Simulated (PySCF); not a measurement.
A run for PySCF: R-B3LYP/LANL2DZ on AlBrH2 (SMILES [AlH2][Br]), a point of a bond scan (R = 3.610 Å).

```python
from pyscf import gto, scf, dft, mp
from pyscf.data.elements import chemcore

mol = gto.M(
    atom='''
    Al   -0.83541046   -1.29867282    0.20638148
    H     0.33980789   -3.66954764    2.66137130
    H    -2.12574011   -1.47940621   -0.66846947
    Br    0.38030063    0.59118974   -0.09395023
    ''',
    basis='lanl2dz',
    ecp={'Al': 'lanl2dz', 'Br': 'lanl2dz'},
    charge=0, spin=0, verbose=3, max_memory=1800)
mf = dft.RKS(mol, xc='b3lyp')
mf.conv_tol = 1e-8
mf.max_cycle = 100
mf.kernel()
if not mf.converged:
    mf = mf.newton().run(mf.mo_coeff, mf.mo_occ)
```

Problem. What total energy does the run end on?

Solution. -16.2367 hartree.
